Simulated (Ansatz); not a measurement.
Basis-set series for `[NH]=[Nb]([NH2])([NH2])[F]`. The species carries charge 0 and has multiplicity 1. Nb takes the def2 core potential. Geometry: relaxed with PBE0-D4/def2-TZVP. It is one conformer, not always the lowest.

Cartesian coordinates in Å:
```
N -1.600 0.826 0.308
Nb -0.373 -0.325 -0.155
N 0.633 -0.705 1.501
N 0.734 0.605 -1.499
F -1.048 -1.941 -0.883
H -2.449 1.335 0.501
H 1.466 -1.276 1.537
H 0.457 -0.294 2.404
H 0.599 1.552 -1.819
H 1.582 0.223 -1.895
```

```json
{"functional": "PBE0-D4", "basis": "def2-SVP", "functions": "112", "energy (Eh)": "-323.75297", "HOMO (eV)": "-7.21", "LUMO (eV)": "-0.31"}
{"functional": "PBE0-D4", "basis": "def2-TZVPP", "functions": "250", "energy (Eh)": "-324.09276", "HOMO (eV)": "-7.39", "LUMO (eV)": "-0.52"}
{"functional": "ωB97M-V", "basis": "def2-SVP", "functions": "112", "energy (Eh)": "-323.85479", "HOMO (eV)": "-9.51", "LUMO (eV)": "1.15"}
{"functional": "ωB97M-V", "basis": "def2-TZVPP", "functions": "250", "energy (Eh)": "-324.20446", "HOMO (eV)": "-9.70", "LUMO (eV)": "0.88"}
```

Question: Give the rows for def2-QZVPP. (Estimate.)

Answer: Computed: 
| functional | basis | functions | energy (Eh) | HOMO (eV) | LUMO (eV) |
| --- | --- | --- | --- | --- | --- |
| PBE0-D4 | def2-QZVPP | 459 | -324.11184 | -7.44 | -0.59 |
| ωB97M-V | def2-QZVPP | 459 | -324.22271 | -9.76 | 0.44 |

Positive LUMOs are unbound and depend on the basis.
